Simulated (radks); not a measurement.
Problem. Fe, 26 electrons, occupied as [Ar] 3d6 4s2. Method: scalar-relativistic Kohn-Sham, r2SCAN, spin-polarised, spherical densities, finite nucleus; open shells are filled with parallel spins first; meta-GGA in the generalised Kohn-Sham scheme; Fermi nuclear charge, rms radius 3.7377 fm; computed with a radial shooting solver on a logarithmic mesh with Libxc functionals. Some entries of the table are withheld. Estimate them.

orbital,occ.,eigenvalue (hartree),<1/r> (bohr^-1),r(max) (bohr)
1s down,1,-258.0807,25.97,0.03827
1s up,1,-258.0800,25.97,0.03827
2s up,1,-30.48055,5.571,0.2222
2s down,1,-30.39111,5.582,0.2220
2p up,3,-25.90812,5.451,0.1800
2p down,3,-25.84008,5.461,0.1798
3s up,1,-3.65413,1.748,0.6997
3s down,1,-3.44955,1.737,0.7011
3p up,3,-2.35546,(1),0.7131
3p down,3,-2.15218,(2),0.7153
3d up,5,-0.34850,1.229,(3)
4s up,1,-0.21536,0.4509,2.361
4s down,1,-0.18556,0.4060,2.545
3d down,1,-0.16541,1.148,(4)

Solution. 
(1) 3p up <1/r> (bohr^-1): 1.605
(2) 3p down <1/r> (bohr^-1): 1.592
(3) 3d up r(max) (bohr): 0.7112
(4) 3d down r(max) (bohr): 0.7248
